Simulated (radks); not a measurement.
Spherical quantum dot in the effective-mass picture: electrons in a hard-walled sphere of radius 10.3, all in effective atomic units (hartree* = m*/eps^2 hartree, bohr* = eps/m* bohr), one dielectric constant everywhere. Method: non-relativistic Kohn-Sham, LDA (Slater exchange, Perdew-Wang correlation), spin-polarised, spherical densities; computed with a radial shooting solver with Libxc functionals. Levels are named by radial order and angular momentum (1s, 1p, 1d, 2s, ...), and open shells are averaged over m. Results are scaled to m* = 0.166 and eps = 6.6, for which hartree* = 103.7 meV and bohr* = 2.104 nm.

N = 15, configuration 1s2 1p6 1d(up 5, down 2). This is the lowest configuration that the search found (a dilute case). Occupied and some empty levels:

| level | occupation | eigenvalue (meV) | <r> (nm) |
|---|---|---|---|
| 1s up | 1 | 180.91 | 15.93 |
| 1s down | 1 | 182.21 | 15.88 |
| 1p up | 3 | 182.92 | 16.12 |
| 1p down | 3 | 184.23 | 16.09 |
| 1d up | 5 | 186.73 | 16.36 |
| 1d down | 2 | 188.06 | 16.34 |
| 1f up | 0 | 192.18 | 16.60 |
| 1f down | 0 | 193.53 | 16.59 |
| 2s up | 0 | 205.69 | 10.17 |
| 2s down | 0 | 206.20 | 10.08 |
| 2p up | 0 | 212.40 | 11.66 |
| 2p down | 0 | 213.06 | 11.61 |

Energy (meV): total 1436.52, kinetic 269.11, external 0, Hartree 1411.0, exchange-correlation -243.56.

Electron density:

| r (nm) | n(r) (e/nm^3) |
|---|---|
| 1.19 | 3.386e-06 |
| 2.27 | 4.585e-06 |
| 3.35 | 6.979e-06 |
| 4.42 | 0.00001130 |
| 5.50 | 0.00001881 |
| 6.58 | 0.00003142 |
| 7.65 | 0.00005198 |
| 8.73 | 0.00008428 |
| 9.81 | 0.0001332 |
| 10.9 | 0.0002038 |
| 12.0 | 0.0002990 |
| 13.0 | 0.0004170 |
| 14.1 | 0.0005453 |
| 15.2 | 0.0006559 |
| 16.3 | 0.0007074 |
| 17.3 | 0.0006576 |
| 18.4 | 0.0004952 |
| 19.5 | 0.0002683 |
| 20.6 | 0.00007423 |
| 21.6 | 1.625e-07 |
